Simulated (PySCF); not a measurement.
PySCF job for ClH3SSi, SMILES S[SiH2]Cl, IEF-PCM-B3LYP/def2-SVP. Coordinates come from a B3LYP-D3(BJ)/def2-TZVP optimisation. Other conformers were not sampled.

```python
import numpy as np
from pyscf import gto, scf, dft
from pyscf.solvent import pcm

mol = gto.M(
    atom='''
    Si   -0.48240139   -0.55096032    0.22380661
    S     1.51599596   -0.88513531   -0.43840038
    Cl   -1.03497661    1.43798267    0.13768603
    H    -1.33499867   -1.31405877   -0.70303080
    H    -0.65968584   -0.97356480    1.62391399
    H     2.08697111   -0.28247243    0.61956761
    ''',
    basis='def2-SVP',
    charge=0,
    spin=0,
    max_memory=1600,
    verbose=3,
)
mf = dft.RKS(mol, xc='b3lyp').density_fit(auxbasis='def2-universal-jkfit')
mf.grids.level = 3
mf.conv_tol = 1e-9
mf.max_cycle = 100
mf.kernel()
res = {}
for name, eps in {'water': 78.355, 'tetrahydrofuran': 7.4257, 'dimethylsulfoxide': 46.826}.items():
    s = mf.PCM()
    s.with_solvent.method, s.with_solvent.eps, s.with_solvent.lebedev_order = 'IEF-PCM', eps, 29
    s.kernel(mf.make_rdm1())
    res[name] = (s.e_tot, eps, s.dip_moment(), s.mo_energy, s.converged)
    print(f'{name}: electrostatic solvation free energy {(s.e_tot - mf.e_tot) * 627.509474:.3f} kcal/mol')
```

It prints:

```
converged SCF energy = -1149.44675996061

WARN: PCM is an experimental feature. It is still in testing.
Features and APIs may be changed in the future.

converged SCF energy = -1149.4508358328
Dipole moment(X, Y, Z, Debye):  0.35612, -0.87629,  1.26629
water: electrostatic solvation free energy -2.558 kcal/mol

WARN: PCM is an experimental feature. It is still in testing.
Features and APIs may be changed in the future.

converged SCF energy = -1149.45003905648
Dipole moment(X, Y, Z, Debye):  0.33883, -0.84859,  1.19128
tetrahydrofuran: electrostatic solvation free energy -2.058 kcal/mol

WARN: PCM is an experimental feature. It is still in testing.
Features and APIs may be changed in the future.

converged SCF energy = -1149.45077483209
Dipole moment(X, Y, Z, Debye):  0.35477, -0.87429,  1.26038
dimethylsulfoxide: electrostatic solvation free energy -2.519 kcal/mol
```

Self-consistency was reached.

Cost: very roughly 18 core-seconds.
